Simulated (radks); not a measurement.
The numbers below are computed, except where a source is named.
Problem. These are the eigenvalues of the occupied orbitals of an atom or ion with whole-number occupations (eV). Code: a radial shooting solver on a logarithmic mesh with Libxc functionals. Model: scalar-relativistic Kohn-Sham, LB94 model potential, spin-polarised, spherical densities, finite nucleus; Fermi nuclear charge, rms radius of each element as measured or else 0.836 A^(1/3) + 0.57 fm.

orbital  eigenvalue
1s down   -3669.985
1s up     -3669.797
2s up     -458.7773
2s down   -458.5796
2p up     -386.4739
2p down   -386.0161
3s up     -116.5444
3s down   -115.0862
3p up      -98.3962

Which element is it, and in what charge state? The configuration may be excited. Open shells, if any, are filled with parallel spins first.

Solution. Z = 19, potassium, charge +5: K5+ in [Ne] 3s2 3p2. The list shows which subshells hold electrons but not how many an open one holds; the 1s level, -134.87 hartree, gives Z - s = 16.4 by -(Z - s)^2/2, which with screening and relativity narrows Z to a few neighbours, and the depths of the outer levels then fix element, charge and occupations together.
